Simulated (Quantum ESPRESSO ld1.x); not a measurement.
Values are calculated unless marked as measured or tabulated.
Species: the cerium ion Ce33+. Configuration: [Ar] 3d7. Level of theory: Dirac Kohn-Sham, relativistic LDA (MacDonald-Vosko exchange, VWN5 correlation), spin-unpolarised, spherical densities, point nucleus; open shells are shared between the two j in proportion to 2j + 1 (ld1.x of Quantum ESPRESSO 7.5).

Radial electron density D(r) = 4 pi r^2 rho(r):

| r (bohr) | D(r) (e/bohr) |
|---|---|
| 0.002896 | 15.25 |
| 0.003239 | 17.95 |
| 0.003594 | 20.80 |
| 0.00402 | 24.26 |
| 0.004497 | 28.12 |
| 0.005029 | 32.39 |
| 0.005581 | 36.70 |
| 0.006242 | 41.66 |
| 0.006982 | 46.88 |
| 0.007809 | 52.23 |
| 0.008665 | 57.19 |
| 0.009692 | 62.33 |
| 0.01084 | 67.06 |
| 0.01213 | 71.13 |
| 0.01345 | 74.11 |
| 0.01505 | 76.26 |
| 0.01683 | 77.20 |
| 0.01868 | 76.95 |
| 0.02089 | 75.59 |
| 0.02337 | 73.41 |
| 0.02614 | 70.89 |
| 0.029 | 68.80 |
| 0.03244 | 67.49 |
| 0.03628 | 67.78 |
| 0.04058 | 70.12 |
| 0.04503 | 74.15 |
| 0.05037 | 80.08 |
| 0.05633 | 86.67 |
| 0.06251 | 92.15 |
| 0.06992 | 95.92 |
| 0.0782 | 96.23 |
| 0.08747 | 92.56 |
| 0.09706 | 86.00 |
| 0.1086 | 77.08 |
| 0.1214 | 68.47 |
| 0.1358 | 62.50 |
| 0.1507 | 60.57 |
| 0.1686 | 62.20 |
| 0.1885 | 65.89 |
| 0.2109 | 68.69 |
| 0.234 | 68.04 |
| 0.2617 | 62.38 |
| 0.2927 | 51.97 |
| 0.3248 | 39.84 |
| 0.3633 | 26.69 |
| 0.4064 | 15.71 |
| 0.4546 | 8.034 |
| 0.5044 | 3.751 |
| 0.5641 | 1.402 |
| 0.631 | 0.4348 |
| 0.7058 | 0.1097 |
| 0.7831 | 0.02491 |
| 0.876 | 0.003963 |

D(r) has 3 maxima, at r = 0.0172, 0.0745, 0.219 bohr, and minima at 0.0338, 0.151 bohr, inside which lie 2.03, 11.23 electrons.
